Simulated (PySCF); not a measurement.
trichloro(chlorosilyl)silane (Cl₄H₂Si₂), SMILES Cl[SiH2][Si](Cl)(Cl)Cl.

Coordinates come from a r2SCAN-D4/def2-SVP optimisation. Other conformers were not sampled.

Two levels are set side by side: PBE/def2-TZVP (PySCF) and r2SCAN/def2-TZVP (PySCF). Same geometry, gas phase. Differences are taken from unrounded values.

| quantity | r2SCAN |
|---|---|
| orbital gap (eV) | 5.80 |
| highest occupied level (eV) | -7.63 |
| lowest empty level (eV) | -1.83 |
| dipole moment (D) | 1.28 |
| mean polarisability (bohr³) | 98.4 |

What does PBE give, and how far is it from r2SCAN? (The exact figures need the calculation; the answer reports its results.)


```csv
quantity,PBE,PBE minus r2SCAN
orbital gap (eV),5.24,-0.55
highest occupied level (eV),-7.31,0.32
lowest empty level (eV),-2.06,-0.24
dipole moment (D),1.21,-0.06
mean polarisability (bohr³),101.6,3.2
```

Rough cost on one machine, each run with all the roots and properties that it gave: r2SCAN against PBE about 3 times.
